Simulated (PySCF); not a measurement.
## Mercury: a sound run and one with changed settings

Sound run: Hg [Xe] 4f14 5d10 6s2, Hg⁺ [Xe] 4f14 5d10 6s1. Calculation: PySCF 2.14, in cc-pVDZ-PP with ECP60MDF; a scalar-relativistic core potential. In the sound run the correlated levels freeze 5s2 5p6 outside the core potential. The sound run starts from symmetry-adapted Hartree-Fock orbitals and uses a fine grid where one is needed.

Changed run: initial guess minao, at most 50 SCF cycles, level shift 0.1 hartree.

```tsv
species	method	sound run (hartree)	changed run (hartree)	converged
Hg	UHF	-152.53989	-152.53989	yes
Hg	MN15	-153.23418	-153.23418	yes
Hg	PBE0	-153.49911	-153.49911	yes
Hg	MP2	-152.88809	-152.87049	yes
Hg	CCSD(T)	-152.87222	-152.87222	yes
Hg⁺	UHF	-152.22471	-152.22471	yes
Hg⁺	MN15	-152.84402	-152.84402	yes
Hg⁺	PBE0	-153.12244	-153.12244	yes
Hg⁺	MP2	-152.51612	-152.50404	yes
Hg⁺	CCSD(T)	-152.50373	-152.50373	yes
```

Ionisation energy of Hg:

| method | sound run (eV) | changed run (eV) |
| --- | --- | --- |
| UHF | 8.576 | 8.576 |
| MN15 | 10.617 | 10.617 |
| PBE0 | 10.250 | 10.250 |
| MP2 | 10.122 | 9.972 |
| SCS-MP2 | 10.072 | 9.914 |
| CCSD | 9.947 | 9.947 |
| CCSD(T) | 10.027 | 10.027 |

A level shift leaves the converged SCF energy unchanged but raises the virtual orbital energies, which shrinks MP2 if it is not removed.

For comparison, NIST gives 10.438 eV between the lowest levels.
